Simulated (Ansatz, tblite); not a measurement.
Series V(O)X3: gap (eV) at several levels, gas phase, relaxed structures; Ansatz, xTB through tblite. Names give formal oxidation states. The structures are stationary points that may keep the symmetry of their start. Remarks come from the PBE and PBE0 runs and from stability tests at other levels; not every state was tested.

```
        species    state          geometry  GFN1-xTB  PBE-D4/def2-SVP  r2SCAN-D4/def2-TZVP  PBE0-D4/def2-SVP  PBE0-D4/def2-TZVP                        remarks
  VOCl3 (VCl3O)  singlet  PBE0-D4/def2-SVP      2.47             3.13                 3.50              5.17               5.31  restricted SCF unstable in HF
           VOF3  singlet  PBE0-D4/def2-SVP      3.51             4.76                 5.18              7.40               7.52                              –
VO(OH)3 (VO4H3)  singlet  PBE0-D4/def2-SVP      4.04             4.36                 4.83              6.84               6.99                              –
```

Q: Estimate the column for PBE-D4/def2-TZVP.

A: VOCl3 (VCl3O) 3.21; VOF3 4.81; VO(OH)3 (VO4H3) 4.45.

Over the 3 species that have every level, the mean is 3.34 at GFN1-xTB, 4.08 at PBE-D4/def2-SVP, 4.16 at PBE-D4/def2-TZVP, 4.51 at r2SCAN-D4/def2-TZVP, 6.47 at PBE0-D4/def2-SVP, 6.61 at PBE0-D4/def2-TZVP. Orbital gaps grow with the share of exact exchange and aren't one observable across functionals.
